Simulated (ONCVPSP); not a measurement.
**What the settings do to the ONCV potential of Pt (Z = 78)**

Base potential:

* Element: Pt
* Generator: ONCVPSP 4.0.1
* Type: optimised norm-conserving Vanderbilt (ONCV)
* Functional: PBE
* Relativity: scalar-relativistic
* Frozen core: [Kr] 4d10
* Valence charge: 32
* Reference configuration: 4f14 5s2 5p6 5d9 6s1
* Partial waves: 5s+6s: rc 1.55 bohr, ncon 4, nbas 9, qcut 6.4 1/bohr, 2 projectors; 5p: rc 1.15 bohr, ncon 5, nbas 8, qcut 7.9 1/bohr, 3 projectors, debl 3.3 Ha; 5d: rc 1.95 bohr, ncon 4, nbas 9, qcut 7.5 1/bohr, 1 projector; 4f: rc 0.90 bohr, ncon 3, nbas 8, qcut 22.8 1/bohr, 3 projectors, debl 1.1 Ha
* Local potential: polynomial inside 0.70 bohr (lpopt 2, dvloc0 4 Ha)
* Core correction: none

In the f channel the program set the typed energies aside and used -2.575, 0.250, 1.350 Ha.

Cutoffs, loose and tight: the cutoffs (Ha) at which the residual kinetic energy of the hardest occupied pseudo-wave falls to 1 and 0.1 mHa per electron. They do not see the model core or the augmentation charge, which bear on the density cutoff. Test errors are all-electron minus pseudo excitation energies from the reference, over the configurations 4f14 5s2 5p6 5d9 6s0; 4f14 5s2 5p6 5d8 6s0; 4f14 5s2 5p6 5d7 6s0; 4f14 5s2 5p6 5d9.5 6s0.5. A dash means not determined; rows that change the core or the reference have their own tests.

A true bound ghost makes a file unfit for plane-wave use even where its test errors are small: the radial tests pick states by their node count and pass the ghost by.

```tsv
change	outcome	cutoff, loose	cutoff, tight	bound ghosts	GHOST(+) flags above zero	largest test error (meV)
base	generated, projector energies reset by the program	199 Ha	218 Ha	p	s, p	-5.8
core correction polynomial model core, fcfact 0.25	generated, projector energies reset by the program	199 Ha	218 Ha	p	s, p	-5.8
f: rc 0.74	generated, projector energies reset by the program	226 Ha	245 Ha	p	s, p	-5.7
f: debl 2.7	generated	199 Ha	218 Ha	p	s, p	-5.8
p: ncon 3, nbas 6	generated, projector energies reset by the program	199 Ha	218 Ha	none	s, p	-5.9
d: qcut 4.7	generated, projector energies reset by the program	199 Ha	218 Ha	p	s, p, d	-22
```
